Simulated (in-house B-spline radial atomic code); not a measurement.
A run on neutral tin (an excited or competing configuration) that did not converge. Method: scalar-relativistic (X2C) wB97X, spin-polarised, spherical fractional occupations, exact exchange averaged over the configuration, Fermi nucleus of rms radius 4.6519 fm; computed with a B-spline radial code for spherical atoms.

Command:
```bash
python run_scf.py task.json out
```
Settings (nuclear radius in fm, mass in u):
```
Z                50
configuration    [Kr] 4d9 5s2 5p2 6f1
hamiltonian      x2c
method           wb97x
spin_polarised   True
nucleus          fermi
rms_radius       4.6519
atomic_mass      119.9022
speed_of_light   137.035999084
exact_exchange   averaged over the configuration
```

First and last ten iterations of the last attempt (damped for 15 steps, keeping 80 % of the old Fock matrix, then DIIS):
```
 iter        energy (Eh)    residual
    1       -6173.000298    4.74e-01
    2       -6174.184514    2.04e-01
    3       -6174.970595    1.31e-01
    4       -6175.332605    8.39e-02
    5       -6175.486047    5.32e-02
    6       -6175.551459    3.34e-02
    7       -6175.579214    2.09e-02
    8       -6175.590737    1.32e-02
    9       -6175.595384    9.50e-03
   10       -6175.597770    7.25e-03
  111       -6175.599377    2.18e-04
  112       -6175.599324    2.91e-04
  113       -6175.599333    2.86e-04
  114       -6175.599360    2.21e-04
  115       -6175.599363    2.38e-04
  116       -6175.599307    2.90e-04
  117       -6175.599222    3.60e-04
  118       -6175.599203    4.56e-04
  119       -6175.599066    5.26e-04
  120       -6175.599184    6.76e-04
 not converged after 120 iterations
```

The smallest residual met was 9.5e-05; the threshold is about 5e-07. No energy from this run should be used. Cost of the run: 44 s on 1 thread of Arm Neoverse V1, on a shared host.
